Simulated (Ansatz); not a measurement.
Calculated with Ansatz (gas phase, PBE0-D4/def2-TZVP geometries, no zero-point term in ΔE). CCSD(T)/CBS is the MP2 limit (def2-TZVPP, def2-QZVPP) plus CCSD(T) − MP2 in def2-TZVPP, frozen cores. Double bonds are as drawn, so ΔE can hold a change between cis and trans. DFT in def2-TZVPP. B3LYP here is the variant with VWN-RPA as its local correlation; programs differ in this.

Consider the redistribution: `C/C([SiH3])=N\[SiH3]` + `Cl[SiH]1O[SiH2]1` → `[SiH3][SiH]1O[SiH2]1` + `C/C(Cl)=N\[SiH3]`.

```csv
level,ΔE (kJ/mol),difference from CCSD(T)/CBS
PBE-D4,81.3,-23.1
r2SCAN-D4,91.4,-13.0
PBE0-D4,89.1,-15.3
B3LYP-D4,97.6,-6.8
ωB97X-V,99.2,-5.2
ωB97M-V,106.5,2.1
B2PLYP,101.0,-3.4
PBE,80.2,-24.2
r2SCAN,91.1,-13.3
PBE0,88.2,-16.2
B3LYP,95.9,-8.5
HF/def2-TZVPP,115.2,10.8
MP2/def2-TZVPP,107.0,2.6
SCS-MP2/def2-TZVPP,108.0,3.6
CCSD/def2-TZVPP,105.3,0.9
CCSD(T)/def2-TZVPP,102.0,-2.4
HF/def2-QZVPP,116.1,11.7
MP2/def2-QZVPP,108.7,4.3
SCS-MP2/def2-QZVPP,109.8,5.4
HF/CBS(def2),116.2,11.8
MP2/CBS(def2),109.4,5.0
CCSD/CBS(def2),107.7,3.3
CCSD(T)/CBS,104.4,0
```

Largest T1 diagnostic among the species: 0.015.

From PBE to PBE0 (25 % exact exchange), in def2-TZVPP and without D4, ΔE moves by +8.0 kJ/mol. In def2-TZVPP, CCSD(T) changes the Hartree–Fock value by −13.2 kJ/mol (the triples alone add −3.3 kJ/mol) and MP2 by −8.2 kJ/mol.
